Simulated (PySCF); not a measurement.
Geometry:
```tsv
atom	x (Å)	y (Å)	z (Å)
C1	2.647	-2.667	-0.876
C2	1.846	-1.547	-0.426
C3	1.222	-0.592	-0.053
C4	0.360	0.489	0.388
Si5	0.259	1.895	-0.923
C6	-1.105	3.099	-0.392
N7	-0.978	0.045	0.787
C8	-1.662	-0.693	-0.252
C9	-0.956	-0.706	2.025
H10	2.094	-3.250	-1.613
H11	2.903	-3.314	-0.036
H12	3.568	-2.306	-1.335
H13	0.814	0.930	1.286
H14	1.571	2.555	-0.960
H15	-0.001	1.356	-2.266
H16	-2.031	2.575	-0.175
H17	-0.822	3.645	0.504
H18	-1.304	3.828	-1.170
H19	-1.699	-0.095	-1.161
H20	-2.684	-0.890	0.075
H21	-1.176	-1.652	-0.486
H22	-0.393	-1.648	1.942
H23	-0.505	-0.098	2.809
H24	-1.981	-0.938	2.316
```

All values are calculated (PySCF 2.14.0 with density-fitted response routines): geometry: GFN2-xTB, shielding tensors at PBE0/pcSseg-1 (GIAO). One conformer, equivalent nuclei averaged, no solvent, non-relativistic.

References, each an isolated molecule treated in the same way: 13C, 1H, 29Si against TMS; 15N against NH3.

```csv
atoms,nucleus,count,δ (ppm)
C1,13C,1,?
H13,1H,1,3.02
C3,13C,1,?
H16/H17/H18,1H,3,0.16
H15,1H,1,4.22
C8/C9,13C,2,44.7
C4,13C,1,46.9
N7,15N,1,34.9
C6,13C,1,?
H19/H20/H21/H22/H23/H24,1H,6,2.30
C2,13C,1,91.0
Si5,29Si,1,-39.7
H10/H11/H12,1H,3,2.07
H14,1H,1,?
```

Question: Complete the table.

Answer: 
- C3: 79.8 ppm, alkyne carbon; sp carbons lie upfield of alkene carbons because the cylindrical π system leaves one tensor component strongly shielded
- C1: 4.9 ppm, propargylic methyl carbon; saturated and bonded to C and H only
- C6: -8.6 ppm, methyl carbon bonded to Si; an electropositive neighbour leaves it electron-rich and shielded
- H14: 4.12 ppm, hydrogen on a silicon bonded to 2 C

Shifts are as computed. Against solution values, carbons near 30 ppm lie about +3 ppm off and those near 130 ppm about +5 ppm. Of 1309 compounds with measured shifts, 239 miss one by over three times the rms of a fit or turn the order of signals round; such compounds aren't used in these exercises. Experimental scales use liquid or dissolved standards, which lie at an offset from isolated NH3 (liquid NH3: subtract about 20 ppm).
